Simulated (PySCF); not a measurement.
# Br (bromine, neutral) across methods

[Ar] 3d10 4s2 4p4 4d1, one real determinant (an excited configuration). All numbers are calculated (PySCF 2.14, the spin-free X2C one-electron Hamiltonian (Gaussian nucleus), in aug-cc-pVQZ-DK (8s7p5d3f2g, 93 functions)).

| method | E (hartree) | mean ε 4p α (eV) | mean ε 4p β (eV) | mean ε 4d α (eV) | Σ⟨r²⟩ (bohr²) | ⟨S²⟩ |
| --- | --- | --- | --- | --- | --- | --- |
| r2SCAN | -2605.821 | -11.977 | -10.228 | 0.704 | 49.93 | 3.755 |
| PBE0 | -2605.555 | -13.001 | -11.203 | 0.177 | 50.02 | 3.754 |
| UHF | -2604.06013 | -16.830 | -14.311 | -1.098 | 50.08 | 3.761 |
| wB97X | -2605.893 | -15.340 | -13.581 | -1.085 | 49.69 | 3.753 |
| LC-wPBE | -2605.536 | -15.850 | -14.077 | -1.445 | 49.36 | 3.755 |
| PBE | -2605.502 | -11.460 | -9.852 | 0.698 | 50.33 | 3.753 |
| wB97X-V | -2605.617 | -15.318 | -13.686 | -1.149 | 49.80 | 3.753 |
| revPBE | -2605.686 | -11.440 | -9.830 | 0.667 | 50.38 | 3.754 |
| LDA | -2602.104 | -11.552 | -9.963 | 0.793 | 50.23 | 3.752 |

⟨L²⟩ = 8.07 against 12 for a pure F term, so this real determinant mixes terms. The outer electron is Rydberg-like, and this basis confines it to a smaller radius and binds it less than a complete one would.

The highest occupied level is positive at r2SCAN, PBE0, PBE, revPBE, LDA: only the finite basis holds that electron, which in a density functional comes from self-interaction.
